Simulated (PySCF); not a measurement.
A PySCF script (with the pyscf-properties extension) for the NMR shieldings of `CO[SiH2][SiH2]c1cccs1`, C5H10OSSi2, on a GFN2-xTB geometry:

```python
import basis_set_exchange as bse
import numpy as np
from pyscf import gto, dft
from pyscf.prop import nmr

atoms = """
C     4.235800   -0.043899    0.142336
O     2.914984   -0.436755   -0.059335
Si    1.570257    0.465450    0.072808
Si    0.003783   -1.139650   -0.430489
C    -1.691109   -0.342958   -0.328953
C    -2.655278   -0.459572    0.627278
C    -3.804003    0.324721    0.386125
C    -3.705453    1.042026   -0.761393
S    -2.207956    0.766187   -1.559682
H     4.384987    0.297720    1.169152
H     4.507378    0.768753   -0.535262
H     4.880723   -0.902553   -0.047335
H     1.497001    1.068008    1.417484
H     1.647922    1.632340   -0.824883
H    -0.073416   -2.288723    0.487270
H     0.104742   -1.712465   -1.783674
H    -2.541792   -1.097122    1.486203
H    -4.661538    0.350877    1.035241
H    -4.416833    1.716866   -1.194550
"""
names = dict.fromkeys(["C", "O", "Si", "S", "H"], "pcSseg-1")
basis = {el: gto.basis.parse(bse.get_basis(n, elements=[el], fmt="nwchem")) for el, n in names.items()}
mol = gto.M(atom=atoms, basis=basis, charge=0, verbose=0)
mf = dft.RKS(mol, xc="PBE0")
mf.grids.level = 2
mf.grids.alignment = dft.numint.BLKSIZE   # the property module wants whole blocks of grid points
mf.conv_tol = 1e-9
mf.kernel()

calc = nmr.RKS(mf)   # GIAO
C = mf.mo_coeff
Co = C[:, mf.mo_occ > 0]
resp = mf.gen_response(singlet=True, hermi=2)
def vind(x):   # induced exchange potential for any number of trial vectors
    d = np.einsum("pi,xij,qj->xpq", C, 2 * x.reshape(-1, C.shape[1], Co.shape[1]), Co, optimize=True)
    return np.einsum("xpq,pi,qj->xij", resp(d - d.transpose(0, 2, 1)), C, Co, optimize=True).ravel()
mo1, _ = nmr.rhf.solve_mo1(calc, with_cphf=vind)
sigma = calc.kernel(mo1)
for i, s in enumerate(sigma):   # ppm
    w = np.linalg.eigvalsh((s + s.T) / 2)
    print("%2d %-2s iso %8.1f  s11 %8.1f  s22 %8.1f  s33 %8.1f" % (i, mol.atom_pure_symbol(i), w.mean(), *w))
```

**Question.** What does it print?

**Answer.** 
```
 0 C  iso    130.9  s11    102.8  s22    103.7  s33    186.1
 1 O  iso    349.2  s11    302.0  s22    358.6  s33    387.0
 2 Si iso    373.5  s11    314.2  s22    329.7  s33    476.7
 3 Si iso    431.1  s11    401.6  s22    423.4  s33    468.1
 4 C  iso     49.0  s11    -30.1  s22     23.7  s33    153.5
 5 C  iso     46.2  s11    -41.8  s22     39.8  s33    140.7
 6 C  iso     55.0  s11    -26.9  s22     41.9  s33    150.1
 7 C  iso     44.7  s11    -47.1  s22     39.2  s33    141.9
 8 S  iso    238.0  s11     68.8  s22    268.8  s33    376.4
 9 H  iso     28.2  s11     24.1  s22     25.7  s33     34.7
10 H  iso     28.2  s11     24.0  s22     25.8  s33     34.7
11 H  iso     27.8  s11     23.4  s22     25.3  s33     34.6
12 H  iso     26.6  s11     23.4  s22     26.4  s33     30.1
13 H  iso     26.5  s11     22.9  s22     26.4  s33     30.2
14 H  iso     26.9  s11     22.8  s22     26.3  s33     31.6
15 H  iso     26.9  s11     23.0  s22     26.1  s33     31.5
16 H  iso     24.4  s11     20.9  s22     24.0  s33     28.3
17 H  iso     24.5  s11     21.4  s22     24.8  s33     27.3
18 H  iso     24.2  s11     21.5  s22     23.7  s33     27.4
```

These numbers come from an equivalent density-fitted implementation of the same equations, which agrees with the script to about 0.01 ppm for H and up to a few tenths of a ppm for heavy atoms, so last digits may differ.

**Question.** Turn these shieldings into chemical shifts. Referencing at the same level of theory: $^{13}$C (σ = 186.93 ppm) and $^{29}$Si (σ = 349.16 ppm) and $^{1}$H (σ = 31.72 ppm) vs TMS; $^{17}$O (σ = 336.08 ppm) vs H2O; CS2 for $^{33}$S (σ = 503.73 ppm).

**Answer.** Averaging equivalent atoms: C 7: 142.2; C 5: 140.7; C 4: 137.9; C 6: 131.9; C 0: 56.1; O 1: -13.1; Si 2: -24.4; Si 3: -81.9; S 8: 266; H 18: 7.51; H 16: 7.32; H 17: 7.21; H 12/13: 5.15; H 14/15: 4.85; H 9/10/11: 3.68 ppm. Experimental scales use liquid or dissolved standards, which lie at an offset from isolated H2O (liquid H2O: subtract about 36 ppm).

Size and cost of the density-fitted run: 224 basis functions, 83 s wall time on 1 thread of an Arm Neoverse N1, shared host; peak memory 1 GiB.
